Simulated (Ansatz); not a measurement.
Ansatz (an electronic-structure program) input (SVWN5/def2-TZVP):

Ansatz 0.2 input:
```yaml
crystal:
  periodic: [false, false, false]
  atoms:
    - {symbol: Cs, position_ang: [-0.00000000, -0.00000000, -0.30204412]}
    - {symbol: O, position_ang: [0.00000000, 0.00000000, 2.07655333]}
basis:
  gaussian:
    orbitals: def2-TZVP
hamiltonian:
  xc: {name: SVWN5}
magnetization: {spin_polarized: true, initial_magnetization: 1}
relax: {f_tol: 0.003, max_steps: 100}
```

Output:

```
Functional definition: SVWN5
integrals: 0.01 GiB planned
469 factors; their error is unknown
mean field: 0.14 GiB planned
mean field evaluation 1: about -2569.5900 eV, gradient 4.4e1 eV
mean field evaluation 2: about -2367.9979 eV, gradient 1.1e2 eV
mean field evaluation 4: about -2574.3932 eV, gradient 2.9e1 eV
mean field evaluation 8: about -2577.9074 eV, gradient 3.7e-2 eV
mean field evaluation 16: about -2577.9038 eV, gradient 1.3e-5 eV
mean field evaluation 32: about -2577.6676 eV, gradient 2.6e-1 eV
mean field evaluation 64: about -2574.4684 eV, gradient 6.6e0 eV
mean field -2577.90384772 eV, -94.7362190376 hartree, gradient 3.4e-6 eV, S^2 0.756230; 7 other end points of the search recorded, 0 dependent functions left out
the calculation of the forces begins
reference -2577.90391321 eV, -94.7362214445 hartree; 9, 8 occupied and 51, 52 virtual orbitals, 469 factors
relax step   1: F+E_penalty+E_count = -2577.90384772 eV  Δ(F+E_penalty+E_count) = +0.000e0 eV  max|allowed force component| = 7.427e-1 eV/Å  Δτ_max = 0.0000 Å  (168 SCF iters, accepted)
these checks for a lower state are left out or cut short: starts, cluster_reference, orbital_swaps, neighbouring_geometries, increment
integrals: 0.01 GiB planned
469 factors; their error is unknown
mean field: 0.14 GiB planned
mean field -2577.92483453 eV, -94.7369902886 hartree, gradient 1.0e-5 eV, S^2 0.754832; 0 other end points of the search recorded, 0 dependent functions left out
the calculation of the forces begins
reference -2577.92490644 eV, -94.7369929315 hartree; 9, 8 occupied and 51, 52 virtual orbitals, 469 factors
relax step   2: F+E_penalty+E_count = -2577.92483453 eV  Δ(F+E_penalty+E_count) = -2.099e-2 eV  max|allowed force component| = 6.902e-1 eV/Å  Δτ_max = 0.0945 Å  (35 SCF iters, accepted)
these checks for a lower state are left out or cut short: starts, cluster_reference, orbital_swaps, neighbouring_geometries, increment
integrals: 0.01 GiB planned
469 factors; their error is unknown
mean field: 0.14 GiB planned
mean field -2577.94906691 eV, -94.7378808125 hartree, gradient 1.7e-5 eV, S^2 0.755320; 0 other end points of the search recorded, 0 dependent functions left out
the calculation of the forces begins
reference -2577.94913640 eV, -94.7378833659 hartree; 9, 8 occupied and 51, 52 virtual orbitals, 469 factors
relax step   3: F+E_penalty+E_count = -2577.94906691 eV  Δ(F+E_penalty+E_count) = -2.423e-2 eV  max|allowed force component| = 7.956e-2 eV/Å  Δτ_max = 0.0325 Å  (31 SCF iters, accepted)
these checks for a lower state are left out or cut short: starts, cluster_reference, orbital_swaps, neighbouring_geometries, increment
integrals: 0.01 GiB planned
469 factors; their error is unknown
mean field: 0.14 GiB planned
mean field -2577.94945175 eV, -94.7378949551 hartree, gradient 9.3e-6 eV, S^2 0.755394; 0 other end points of the search recorded, 0 dependent functions left out
the calculation of the forces begins
reference -2577.94952088 eV, -94.7378974954 hartree; 9, 8 occupied and 51, 52 virtual orbitals, 469 factors
relax step   4: F+E_penalty+E_count = -2577.94945175 eV  Δ(F+E_penalty+E_count) = -3.848e-4 eV  max|allowed force component| = 1.067e-3 eV/Å  Δτ_max = 0.0049 Å  (31 SCF iters, accepted)
integrals: 0.01 GiB planned
469 factors; their error is unknown
mean field: 0.14 GiB planned
mean field evaluation 96: about -2570.9999 eV, gradient 3.6e1 eV
mean field evaluation 128: about -2577.9373 eV, gradient 1.8e0 eV
mean field -2577.94945175 eV, -94.7378949551 hartree, gradient 9.1e-6 eV, S^2 0.755394; 5 other end points of the search recorded, 0 dependent functions left out
the calculation of the forces begins
reference -2577.94952088 eV, -94.7378974954 hartree; 9, 8 occupied and 51, 52 virtual orbitals, 469 factors
Total energy: -2577.94952088 eV, -94.7378974954 hartree
Atom 0 at    -0.000000     0.000000    -0.244939 Å, force    -0.000000    -0.000000     0.001067 eV/Å
Atom 1 at     0.000000    -0.000000     2.019448 Å, force     0.000000    -0.000000    -0.001067 eV/Å
Dipole moment:     0.000000     0.000000    -1.446235 e Å
```
